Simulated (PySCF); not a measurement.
## Computed properties of GeHF, SMILES [F][GeH]

GeHF, SMILES [F][GeH] (connectivity only; charge and spin as stated), neutral, multiplicity 1. The structure is a stationary point at ωB97X-D3(BJ)/def2-TZVP. Other conformers were not sampled. All values are computed for the isolated molecule unless a solvent is named; none is compared with measurement here.

**Structure.** The optimised structure has Cs symmetry. All 3 harmonic modes at ωB97X-D3(BJ)/def2-TZVP (PySCF) are real, so it is a minimum.

**Vibrations.** The strongest infrared lines (harmonic, unscaled, degenerate partners summed) lie at 1919 cm⁻¹ (457 km/mol, H 99 %), 671 cm⁻¹ (121 km/mol, F 78 %, Ge 21 %), 783 cm⁻¹ (30 km/mol, H 93 %). The softest mode is at 671 cm⁻¹ and the zero-point energy is 4.8 kcal/mol.

**Electronic structure.** B3LYP/def2-TZVPD (PySCF) places the frontier levels at -7.13 and -3.15 eV, a gap of 3.98 eV, and gives a dipole moment of 1.96 D and a mean polarisability of 34.0 bohr³.

**Excitations.** TDA-M06-2X/def2-TZVPD (PySCF) has S1 at 3.01 eV (411 nm, f = 0.028, weak); the most intense of the 10 singlets computed lies at 8.07 eV (f = 0.36). T1 (TDA) is at 1.72 eV, 1.29 eV under S1.

**NMR.** GIAO shifts at PBE0/pcSseg-2 (PySCF) (non-relativistic, atoms alike by connectivity averaged): ¹H at 9.7 ppm against TMS; ¹⁹F at 109.7 ppm against CFCl3.
